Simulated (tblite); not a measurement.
C₆H₇F₃Si.
Geometry (GFN2-xTB, Å), atoms numbered from 1 in this order:
```xyz
17
C6H7F3Si angstrom
C      3.321   -1.453    0.593
C      2.261   -1.091    0.154
Si     0.649   -0.512   -0.534
C      0.399    1.386   -0.555
C     -0.455    1.331    0.730
C     -0.611   -0.196    0.894
C     -1.986   -0.659    0.543
F     -2.943   -0.206    1.378
F     -2.094   -2.003    0.555
F     -2.368   -0.272   -0.690
H      4.245   -1.774    0.981
H      0.194   -1.332   -1.650
H     -0.170    1.750   -1.407
H      1.283    2.012   -0.461
H     -1.412    1.842    0.633
H      0.072    1.756    1.582
H     -0.392   -0.567    1.894
```

All values are computed: GFN2-xTB (tblite) harmonic vibrations without scaling, gas phase. This tight-binding method is rough: wavenumbers can miss measured ones by several per cent, in bad cases by 10 to 20. Modes of hydrogen on silicon can be 10 to 20 % off. One conformer, not necessarily the lowest.

Harmonic wavenumbers (cm⁻¹): 37.1, 51.1, 85.0, 96.6, 145.1, 205.0, 258.3, 263.0, 307.7, 359.1, 467.1, 479.9, 530.1, 558.6, 577.3, 607.8, 652.1, 677.9, 686.5, 704.0, 746.1, 783.8, 824.3, 910.7, 993.1, 1000.1, 1028.2, 1052.2, 1098.8, 1128.6, 1181.3, 1198.1, 1211.0, 1284.4, 1290.0, 1457.9, 1486.5, 2203.3, 2316.1, 2993.5, 2999.3, 3013.3, 3021.2, 3026.9, 3355.3.

A = 2009, B = 740.4, C = 653.8 MHz; mass 164.027 u (most abundant isotopes); point group C1, symmetry number 1.

Question: Zero-point energy?

Answer: ½Σν̃ = 24677 cm⁻¹ = 295.20 kJ/mol.

Question: Entropy at 500 K, 1 bar (ideal gas, RRHO, classical rotation)?

Answer: Translation 183.21, rotation 132.73, vibration 236.50: S = 552.4 J/(mol K).

Question: And Cp and H(500 K) − H(0)?

Answer: Cp = 247.40 J/(mol K), of which vibrations give 214.14 (their classical limit is 45 R = 374.2); H(500 K) − H(0) = 75.34 kJ/mol without the zero-point energy, 58.71 from vibrations.

Question: Which modes carry the vibrational entropy at 500 K?

Answer: 37.1 cm⁻¹: 26.92; 51.1 cm⁻¹: 24.26; 85.0 cm⁻¹: 20.04; 96.6 cm⁻¹: 18.99; 145.1 cm⁻¹: 15.64; 205.0 cm⁻¹: 12.82 J/(mol K); the other 39 give 117.83 together.

Question: Blend soft modes into free rotors: weight 1/[1 + (100 cm⁻¹/ν̃)⁴] for the oscillator and the rest for a rotor with moment μB/(μ + B), μ = h/(8π²ν), B = 10⁻⁴⁴ kg m². What vibrational entropy results?

Answer: 214.37 J/(mol K) in place of 236.50, which changes −T·S at 500 K by +11.06 kJ/mol.

Question: What must be added to the electronic energy to get the Gibbs energy at 500 K and 1 bar?

Answer: ZPE + [H(500 K) − H(0)] − T·S = 295.20 + 75.34 − 276.22 = 94.32 kJ/mol.

Question: How do the functions run with temperature in this model?

Answer: 
```json
{"T (K)": "150", "S (J/(mol K))": "347.4", "Cp (J/(mol K))": "107.4", "H − H(0) (kJ/mol)": "10.75", "G − H(0) (kJ/mol)": "-41.36", "ln q(vib)": "3.98"}
{"T (K)": "250", "S (J/(mol K))": "413.5", "Cp (J/(mol K))": "155.3", "H − H(0) (kJ/mol)": "23.89", "G − H(0) (kJ/mol)": "-79.48", "ln q(vib)": "7.01"}
{"T (K)": "298.15", "S (J/(mol K))": "442.7", "Cp (J/(mol K))": "177.2", "H − H(0) (kJ/mol)": "31.90", "G − H(0) (kJ/mol)": "-100.10", "ln q(vib)": "8.45"}
{"T (K)": "400", "S (J/(mol K))": "500.6", "Cp (J/(mol K))": "217.0", "H − H(0) (kJ/mol)": "52.05", "G − H(0) (kJ/mol)": "-148.19", "ln q(vib)": "11.45"}
{"T (K)": "600", "S (J/(mol K))": "599.7", "Cp (J/(mol K))": "270.9", "H − H(0) (kJ/mol)": "101.31", "G − H(0) (kJ/mol)": "-258.52", "ln q(vib)": "17.09"}
{"T (K)": "900", "S (J/(mol K))": "719.3", "Cp (J/(mol K))": "317.6", "H − H(0) (kJ/mol)": "190.26", "G − H(0) (kJ/mol)": "-457.11", "ln q(vib)": "24.74"}
```

q(vib) and H(0) count from the zero-point level.

Hindered rotation and anharmonicity are outside this model. Other conformers, if any are populated, would add a mixing term that is left out. The structure is chiral; the term R ln 2 for an equal mix with its mirror image is left out.
